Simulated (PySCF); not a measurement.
A structure optimised at PBE-D3(BJ)/def2-SVP, used in a PySCF frequency run:

```
C
C 1 1.3532
H 2 1.1019 1 120.93
H 2 1.1048 3 116.95 1 180.00
C 1 1.5101 2 121.72 3 180.00
H 5 1.1087 1 112.44 2 0.00
H 5 1.1122 6 107.62 1 122.90
H 5 1.1122 6 107.62 7 114.19
B 1 1.5733 2 118.82 3 0.00
F 9 1.3576 1 119.71 2 0.00
N 9 1.4085 10 117.58 3 180.00
H 11 1.0181 9 123.29 10 180.00
H 11 1.0201 12 114.31 9 180.00
```
Charge 0, spin multiplicity 1.

Task: Write its SMILES, formula and point group.

Result: C=C(C)B(N)F, C3H7BFN, Cs

Task: What are its rotational constants (standard atomic weights)?

Result: 4.8027, 2.9989, 1.8679 GHz
